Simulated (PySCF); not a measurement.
Molecular orbitals of TiN⁺

PBE0 at R = 1.679 Å; Ti def2-TZVPPD, N def2-TZVPPD; no relativity (PySCF 2.14). State: triplet, unpaired electrons π ↑, δ ↑, a mixture of terms (⟨Lz²⟩ = 5.0), a second solution, started from another occupation. Only the outer orbitals are listed, counted within each symmetry.

| spin | orbital | occ. | ε (eV) | on Ti (%) | main shells (%) |
| --- | --- | --- | --- | --- | --- |
| α | 2π | 1 | -48.02 | 100 | 100 Ti p |
| α | 6σ | 1 | -47.85 | 96 | 96 Ti p |
| α | 2π | 1 | -47.69 | 100 | 100 Ti p |
| α | 7σ | 1 | -25.93 | 8 | 91 N s |
| α | 3π | 1 | -15.27 | 27 | 73 N p, 24 Ti d |
| α | 3π | 1 | -14.00 | 36 | 63 N p, 33 Ti d |
| α | 8σ | 1 | -13.97 | 33 | 59 N p, 32 Ti d, 8 N s |
| α | 1δ | 1 | -12.73 | 100 | 100 Ti d |
| α | 9σ | 0 | -8.73 | 95 | 75 Ti s, 17 Ti d |
| α | 1δ | 0 | -7.97 | 100 | 98 Ti d |
| α | 4π | 0 | -7.54 | 84 | 67 Ti d, 16 N p, 16 Ti p |
| β | 6σ | 1 | -47.20 | 97 | 97 Ti p |
| β | 2π | 1 | -46.18 | 100 | 100 Ti p |
| β | 2π | 1 | -46.06 | 100 | 100 Ti p |
| β | 7σ | 1 | -24.41 | 8 | 91 N s |
| β | 3π | 1 | -13.57 | 33 | 66 N p, 30 Ti d |
| β | 8σ | 1 | -13.47 | 31 | 61 N p, 29 Ti d, 8 N s |
| β | 3π | 0 | -10.11 | 46 | 54 N p, 43 Ti d |
| β | 9σ | 0 | -8.03 | 101 | 85 Ti s, 13 Ti d |
| β | 1δ | 0 | -7.55 | 100 | 99 Ti d |

Task: Which are the highest filled and the lowest empty level, where do they sit, and how wide is the gap?

Result: Highest filled α 1δ at -12.73 eV (in %: 100 Ti d); lowest empty β 3π at -10.11 eV (in %: 54 N p, 43 Ti d); the gap at PBE0 is 2.62 eV.

- bond order (Mayer): 2.24
- ⟨S²⟩: 2.005
- charge on Ti (Mulliken, basis-dependent): 1.35
- charge on Ti (Löwdin, basis-dependent): 0.94
- dipole moment (positive dipole points towards N; it is taken about the centre of mass and depends on that origin): -5.73 D

Shares are Mulliken populations and can fall outside 0 to 100 %.
